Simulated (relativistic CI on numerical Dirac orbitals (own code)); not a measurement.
Exchange splitting of the 4s photoelectron line of Zr+

Problem. Zr+ ([Kr] 4d3) has the spin S = 3/2. The exchange integral with a hole in 4s, calculated from Dirac-KLI orbitals and scaled by 0.8, is G^2(4s,4d) = 4.775 eV, with l = 2 the orbital momentum of the open shell. Find the splitting and the intensity ratio of the 4s line.

Working.
1. The electron left in 4s couples its spin to S, giving S + ½ = 2 and S − ½ = 1.
2. Van Vleck's theorem gives ΔE = (2S + 1) G^l/(2l + 1) = 4 × 4.775/5 = 3.82 eV, with the high-spin state at lower binding energy.
3. The intensities follow the multiplicities, (2S + 2) : 2S = (S + 1) : S = 1.67.

Check. The full multiplet calculation with spin-orbit coupling puts the centres of the two groups of its strongest lines 3.83 eV apart. Measured splittings are much smaller, often about half, when hole and open shell share n, because correlation inside the n = 4 shell lowers the low-spin state; the low-spin line also loses weight to satellites, so measured ratios exceed (S + 1)/S. The splitting still grows with S and serves to read the spin state.
